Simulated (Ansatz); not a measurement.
Process, species as SMILES: C/C=C\C(C)C -> CC1CCCC1
Structures are relaxed separately at B3LYP-D3(BJ)/def2-TZVP in Ansatz (an electronic-structure program), one conformer each, not searched for the lowest. Frequencies are from Ansatz.

Wanted: isomerisation energy (enthalpy at 298 K, with B3LYP-D3(BJ) rigid-rotor harmonic-oscillator terms), in kcal/mol. Cores are frozen in the correlated levels unless marked. No spin-orbit coupling. Non-relativistic. CBS(X,Y): correlation extrapolated as X^-3; Hartree-Fock from the larger set. [CCSD(T)-MP2]/basis is that difference in the basis named.

From measured enthalpies of formation at 298 K: -11.6 kcal/mol (C/C=C\C(C)C -13.7, CRC Handbook; CC1CCCC1 -25.4, CRC Handbook). It holds spin-orbit effects, and any other conformers, which the calculations lack, and core correlation, which the frozen-core levels lack. This is an older compilation, not checked against later work.

| level | program | isomerisation energy (kcal/mol) | error against measurement |
|---|---|---|---|
| HF/STO-3G | Ansatz | -43.5 | -31.9 |
| HF/aug-cc-pVTZ | Ansatz | -9.5 | 2.1 |
| HF/cc-pVTZ | Ansatz | -9.8 | 1.8 |
| HF/cc-pVQZ | Ansatz | -9.5 | 2.1 |
| BLYP-D3(BJ)/def2-TZVPD | Ansatz + dftd3 | -6.4 | 5.2 |
| BLYP/def2-TZVPD | Ansatz | -5.2 | 6.4 |
| B3LYP-D3(BJ)/def2-TZVPD | Ansatz + dftd3 | -9.3 | 2.3 |
| PBE0/def2-SVP | Ansatz | -16.8 | -5.2 |
| PBE0-D4/def2-TZVPD | Ansatz + dftd4 | -15.2 | -3.6 |
| r2SCANh/def2-TZVPD | Ansatz | -13.4 | -1.8 |
| r2SCAN0-D4/def2-TZVPD | Ansatz + dftd4 | -14.7 | -3.1 |
| B2PLYP-D4/def2-TZVPD | Ansatz + dftd4 | -10.7 | 0.9 |
| MP2/6-31G* | Ansatz | -15.8 | -4.2 |
| MP2/aug-cc-pVTZ | Ansatz | -14.4 | -2.8 |
| SCS-MP2/6-31G* | Ansatz | -14.5 | -2.9 |
| CCSD/6-31G | Ansatz | -8.8 | 2.8 |
| CCSD/cc-pwCVTZ | Ansatz | -12.9 | -1.3 |
| CCSD(T)/6-31G | Ansatz | -8.5 | 3.1 |
| RI-MP2/CBS(cc-pVTZ,cc-pVQZ)+[CCSD(T)-MP2]/cc-pVDZ | Ansatz | -12.5 | -0.9 |
| RI-MP2/CBS(cc-pVTZ,cc-pVQZ)+[CCSD(T)-MP2]/cc-pVQZ | Ansatz | -12.9 | -1.3 |
| CCSD(T)/CBS(cc-pVTZ,cc-pVQZ) | Ansatz | -13.0 | -1.4 |
